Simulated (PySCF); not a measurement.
# Calculated NMR parameters of N#Cc1ccccn1

* Formula: C6H4N2
* SMILES: N#Cc1ccccn1
* Point group of the computed structure: Cs
* Degrees of unsaturation: 6
* Carbon signals: 6
* Proton signals: 4

Mapped SMILES: `[N:1]#[C:2][c:3]1[cH:4][cH:5][cH:6][cH:7][n:8]1`; H(Xn) means a hydrogen on atom n.

Theory: shieldings: GIAO PBE0/pcSseg-2, PBE0-D3(BJ)/def2-TZVP geometry, in PySCF 2.14 (non-relativistic Hamiltonian, a single conformation, no solvent).

Shifts are taken against calculated references (same method and geometry level): 1H (31.52 ppm), 13C (186.03 ppm) vs TMS; NH3 for 15N (263.78 ppm).

| carbon | δC, type | δH (multiplicity) | HMBC from (2–3 bonds) | span of the C tensor (ppm) |
| --- | --- | --- | --- | --- |
| C2 | 126.7, C | – | H(C4) | 352 |
| C3 | 146.1, C | – | H(C7), H(C5), H(C4) | 215 |
| C4 | 138.9, CH | 7.92 (m) | H(C5), H(C6) | 242 |
| C5 | 145.7, CH | 8.00 (m) | H(C7), H(C4), H(C6) | 261 |
| C6 | 134.2, CH | 7.61 (m) | H(C7), H(C5), H(C4) | 242 |
| C7 | 161.8, CH | 9.08 (d) | H(C5), H(C6) | 237 |

Other nuclei:
| atoms | nucleus | environment | δ (ppm) | σ (ppm) |
| --- | --- | --- | --- | --- |
| N8 | 15N | pyridine-type ring nitrogen | 370.5 | -106.7 |
| N1 | 15N | nitrile nitrogen | 310.8 | -47.0 |

Carbon types of the structure: 2 × C, 4 × CH, which accounts for all hydrogens. δC 161.8: aromatic CH next to a ring nitrogen; the adjacent pyridine-type nitrogen withdraws density from it. δC 146.1: substituted aromatic carbon next to a ring nitrogen. δC 145.7, 138.9, 134.2: aromatic CH. δC 126.7: nitrile carbon; C≡N carbons fall here, among the sp2 signals but without a proton. δH 9.08: hydrogen on an aromatic CH next to a ring nitrogen; ring current plus the neighbouring ring nitrogen.

Shifts are as computed. Against solution values, carbons near 30 ppm lie about +3 ppm off and those near 130 ppm about +9 ppm. Of 1211 compounds with measured shifts, 218 miss one by over three times the rms of a fit or turn the order of signals round; such compounds aren't used in these exercises. Experimental scales use liquid or dissolved standards, which lie at an offset from isolated NH3 (liquid NH3: subtract about 20 ppm). Unscaled 15N shifts of sp2 nitrogen come out 20 to 40 ppm too high even then. No couplings were computed; multiplicities are counted from neighbouring protons, with m where these are inequivalent, close in shift, in a saturated or five-membered ring or joined by F or P, and br s for small geminal =CH2 splittings.
